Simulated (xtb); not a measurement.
C₄H₅ (SMILES [CH2-]C#CC), charge -1, singlet, from a rough starting geometry; xtb 6.7.1 with GFN2-xTB.

xtb was given this input:
```
$ xtb mol.xyz --gfn 2 --chrg -1 --opt vtight --json

# file mol.xyz
9

C     -0.08227313     0.11724310     2.34534562
C     -0.01864917     0.12030313     0.86216266
C      0.01135167     0.09577788    -0.33555368
C     -0.05642570     0.11942784    -1.81874547
H     -0.94706804    -0.38340735     2.74913390
H      0.88518171    -0.34947716     2.76953061
H     -0.04871492     1.11295023    -2.16877348
H      0.93963177    -0.37791029    -2.23786800
H     -0.89159136    -0.38580641    -2.21347928
```

What the program printed (banner, timings and long lists left out):

```
   ID    Z sym.   atoms
    1    6 C      1-4
    2    1 H      5-9

           -------------------------------------------------
          |                Calculation Setup                |
           -------------------------------------------------

           -------------------------------------------------
          |                 G F N 2 - x T B                 |
           -------------------------------------------------

          ...................................................
          :                      SETUP                      :
          :.................................................:
          :  # basis functions                  21          :
          :  # atomic orbitals                  21          :
          :  # shells                           13          :
          :  # electrons                        22          :
          :  max. iterations                   250          :
          :  Hamiltonian                  GFN2-xTB          :
          :  restarted?                      false          :
          :  GBSA solvation                  false          :
          :  PC potential                    false          :
          :  electronic temp.          300.0000000     K    :
          :  accuracy                    1.0000000          :
          :  -> integral cutoff          0.2500000E+02      :
          :  -> integral neglect         0.1000000E-07      :
          :  -> SCF convergence          0.1000000E-05 Eh   :
          :  -> wf. convergence          0.1000000E-03 e    :
          :  Broyden damping             0.4000000          :
          :  net charge                         -1          :
          :  unpaired electrons                  0          :
          ...................................................

 iter      E             dE          RMSdq      gap      omega  full diag
   1    -11.2952930 -0.112953E+02  0.658E+00    5.26       0.0  T
   2    -11.3480541 -0.527612E-01  0.384E+00    3.60       1.0  T
   3    -11.3274399  0.206142E-01  0.240E+00    4.12       1.0  T
   4    -11.3541635 -0.267236E-01  0.113E+00    3.70       1.0  T
   5    -11.3608616 -0.669806E-02  0.167E-01    3.66       1.0  T
   6    -11.3609123 -0.506922E-04  0.807E-02    3.73       1.0  T
   7    -11.3609297 -0.173703E-04  0.274E-02    3.71       1.2  T
   8    -11.3609299 -0.255982E-06  0.722E-03    3.72       4.6  T
   9    -11.3609300 -0.105644E-06  0.332E-03    3.72      10.0  T
  10    -11.3609301 -0.479818E-07  0.392E-04    3.72      85.0  T
  11    -11.3609301  0.167431E-09  0.268E-04    3.72     124.3  T

   *** convergence criteria satisfied after 11 iterations ***

         :::::::::::::::::::::::::::::::::::::::::::::::::::::
         ::                     SUMMARY                     ::
         :::::::::::::::::::::::::::::::::::::::::::::::::::::
         :: total energy             -11.130945000189 Eh    ::
         :: gradient norm              0.154792796695 Eh/a0 ::
         :: HOMO-LUMO gap              3.717893589117 eV    ::
         ::.................................................::
         :: SCC energy               -11.360931101713 Eh    ::
         :: -> isotropic ES            0.136514790293 Eh    ::
         :: -> anisotropic ES          0.017834066334 Eh    ::
         :: -> anisotropic XC          0.008329347962 Eh    ::
         :: -> dispersion             -0.004608513336 Eh    ::
         :: repulsion energy           0.229986101524 Eh    ::
         :: add. restraining           0.000000000000 Eh    ::
         :: total charge              -1.000000000000 e     ::
         :::::::::::::::::::::::::::::::::::::::::::::::::::::

      -----------------------------------------------------------
     |                   =====================                   |
     |                        A N C O P T                        |
     |                   =====================                   |
     |               Approximate Normal Coordinate               |
     |                Rational Function Optimizer                |
      -----------------------------------------------------------
      -----------------------------------------------------------
     |                   =====================                   |
     |                        A N C O P T                        |
     |                   =====================                   |
     |               Approximate Normal Coordinate               |
     |                Rational Function Optimizer                |
      -----------------------------------------------------------

          ...................................................
          :                      SETUP                      :
          :.................................................:
          :   optimization level         verytight          :
          :   max. optcycles                   200          :
          :   ANC micro-cycles                  20          :
          :   degrees of freedom                21          :
          :.................................................:
          :   RF solver                   davidson          :
          :   write xtbopt.log                true          :
          :   linear?                        false          :
          :   energy convergence         0.1000000E-06 Eh   :
          :   grad. convergence          0.2000000E-03 Eh/α :
          :   maxmium RF displ.          1.0000000          :
          :   Hlow (freq-cutoff)         0.1000000E-01      :
          :   Hmax (freq-cutoff)         5.0000000          :
          :   S6 in model hess.         20.0000000          :
          ...................................................

generating ANC from exact Hessian ...
Using Lindh-Hessian (1995)
 Shifting diagonal of input Hessian by    8.6569239877821082E-003
 Lowest  eigenvalues of input Hessian
    0.000000    0.000000    0.000000    0.000000    0.000000    0.000000
[...]
 * total energy  :   -11.1529068 Eh     change       -0.1555528E-03 Eh
 * total energy  :   -11.1530409 Eh     change       -0.1341975E-03 Eh
 * total energy  :   -11.1530746 Eh     change       -0.3367404E-04 Eh
 * total energy  :   -11.1530915 Eh     change       -0.1685442E-04 Eh
 * total energy  :   -11.1530995 Eh     change       -0.8047107E-05 Eh
 * total energy  :   -11.1531082 Eh     change       -0.8670518E-05 Eh
 * total energy  :   -11.1531109 Eh     change       -0.2674537E-05 Eh
 * total energy  :   -11.1531128 Eh     change       -0.1948687E-05 Eh
 * total energy  :   -11.1531144 Eh     change       -0.1609700E-05 Eh
 * total energy  :   -11.1531161 Eh     change       -0.1707282E-05 Eh
 * total energy  :   -11.1531170 Eh     change       -0.8174351E-06 Eh
 * total energy  :   -11.1531174 Eh     change       -0.4012065E-06 Eh
 * total energy  :   -11.1531174 Eh     change       -0.8156480E-07 Eh
   *** GEOMETRY OPTIMIZATION CONVERGED AFTER 24 ITERATIONS ***
[...]

 iter      E             dE          RMSdq      gap      omega  full diag
   1    -11.3752036 -0.113752E+02  0.124E-05    4.18       0.0  T
   2    -11.3752036 -0.728306E-13  0.701E-06    4.18    4754.1  T
   3    -11.3752036  0.147438E-12  0.612E-06    4.18    5447.9  T

   *** convergence criteria satisfied after 3 iterations ***

         :::::::::::::::::::::::::::::::::::::::::::::::::::::
         ::                     SUMMARY                     ::
         :::::::::::::::::::::::::::::::::::::::::::::::::::::
         :: total energy             -11.153117434441 Eh    ::
         :: gradient norm              0.000095787251 Eh/a0 ::
         :: HOMO-LUMO gap              4.177147053769 eV    ::
         ::.................................................::
         :: SCC energy               -11.375204344229 Eh    ::
         :: -> isotropic ES            0.133144150476 Eh    ::
         :: -> anisotropic ES          0.018217865670 Eh    ::
         :: -> anisotropic XC          0.007747084213 Eh    ::
         :: -> dispersion             -0.004696630205 Eh    ::
         :: repulsion energy           0.222086909788 Eh    ::
         :: add. restraining           0.000000000000 Eh    ::
         :: total charge              -1.000000000000 e     ::
         :::::::::::::::::::::::::::::::::::::::::::::::::::::

           -------------------------------------------------
          |                Property Printout                |
           -------------------------------------------------

    * Orbital Energies and Occupations

         #    Occupation            Energy/Eh            Energy/eV
      -------------------------------------------------------------
         1        2.0000           -0.3951849             -10.7535
         2        2.0000           -0.3359268              -9.1410
         3        2.0000           -0.3142167              -8.5503
         4        2.0000           -0.2892730              -7.8715
         5        2.0000           -0.2878871              -7.8338
         6        2.0000           -0.2636329              -7.1738
         7        2.0000           -0.2317431              -6.3061
         8        2.0000           -0.2102843              -5.7221
         9        2.0000           -0.1485756              -4.0429
        10        2.0000           -0.1166131              -3.1732
        11        2.0000           -0.0499524              -1.3593 (HOMO)
        12                          0.1035549               2.8179 (LUMO)
        13                          0.1149188               3.1271
        14                          0.3274948               8.9116
        15                          0.3563668               9.6972
        16                          0.3812746              10.3750
        17                          0.3889577              10.5841
        18                          0.4480747              12.1927
        19                          0.5418776              14.7452
        20                          0.7100051              19.3202
        21                          1.3911704              37.8557
      -------------------------------------------------------------
                  HL-Gap            0.1535073 Eh            4.1771 eV
             Fermi-level            0.0268013 Eh            0.7293 eV

     #   Z          covCN         q      C6AA      α(0)
     1   6 C        2.831    -0.209    33.536     9.490
     2   6 C        1.963    -0.110    34.135     9.435
     3   6 C        1.960    -0.279    39.569    10.158
     4   6 C        3.747    -0.032    21.211     6.569
     5   1 H        0.924    -0.109     5.885     3.794
     6   1 H        0.924    -0.109     5.885     3.794
     7   1 H        0.921    -0.062     4.391     3.277
     8   1 H        0.923    -0.045     3.966     3.114
     9   1 H        0.923    -0.045     3.975     3.118

 Mol. C6AA /au·bohr⁶  :       1117.799410
 Mol. C8AA /au·bohr⁸  :      25290.262843
 Mol. α(0) /au        :         52.749033

Wiberg/Mayer (AO) data.
largest (>0.10) Wiberg bond orders for each atom

 ---------------------------------------------------------------------------
     #   Z sym  total        # sym  WBO       # sym  WBO       # sym  WBO
 ---------------------------------------------------------------------------
     1   6 C    3.753 --     2 C    1.568     6 H    0.955     5 H    0.955
                             3 C    0.231
     2   6 C    3.953 --     3 C    2.331     1 C    1.568
     3   6 C    3.629 --     2 C    2.331     4 C    0.996     1 C    0.231
     4   6 C    3.963 --     3 C    0.996     9 H    0.979     8 H    0.978
                             7 H    0.968
     5   1 H    0.988 --     1 C    0.955
     6   1 H    0.988 --     1 C    0.955
     7   1 H    0.996 --     4 C    0.968
     8   1 H    0.998 --     4 C    0.978
     9   1 H    0.998 --     4 C    0.979
 ---------------------------------------------------------------------------

Topologies differ in total number of bonds
Writing topology from bond orders to xtbtopo.mol

molecular dipole:
                 x           y           z       tot (Debye)
 q only:        0.062       0.260      -1.232
   full:        0.063       0.597      -1.298       3.636
molecular quadrupole (traceless):
                xx          xy          yy          xz          yz          zz
 q only:        5.557      -0.026       5.951       0.300       0.770     -11.509
  q+dip:        4.105      -0.041       2.649       0.219       0.607      -6.754
   full:        5.214      -0.032       3.002       0.255       0.191      -8.217

optimized geometry written to: xtbopt.xyz

           -------------------------------------------------
          | TOTAL ENERGY              -11.153117434441 Eh   |
          | GRADIENT NORM               0.000095787251 Eh/α |
          | HOMO-LUMO GAP               4.177147053769 eV   |
           -------------------------------------------------

normal termination of xtb
```
